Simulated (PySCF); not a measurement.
H6O3W, SMILES [OH][WH3]([OH])[OH], multiplicity 1. Geometry optimised at PBE-D3(BJ)/def2-SVP. The spin state was assumed, not searched. The structure was generated by enumeration; whether it is a known compound was not checked. The def2 effective core potentials stand for the cores of W; spin–orbit coupling is left out. The values are those of a single conformer.

Calculation: PySCF 2.14.0 with PBE-D3(BJ)/def2-SVP.

Harmonic wavenumbers (cm⁻¹): 177, 177, 234, 315, 473, 473, 600, 609, 609, 674, 674, 690, 732, 843, 843, 1036, 1036, 1043, 1972, 1972, 2006, 3745, 3745, 3751. Rotational constants (GHz): 4.649, 4.649, 2.707; symmetry number 3.

Question: Work out the zero-point energy and the ideal-gas rigid-rotor harmonic-oscillator thermochemistry at 298.15 K and 1 atm.

Answer: ZPE = ½ Σ hcν = ½ × 28429 cm⁻¹ = 170.04 kJ/mol. H − E(el) = 189.84 kJ/mol. Entropy in J/(mol K): translation 176.99, rotation 100.11, vibration 52.51, total 329.61. G − E(el) = 91.57 kJ/mol. Cp = 110.43 J/(mol K).
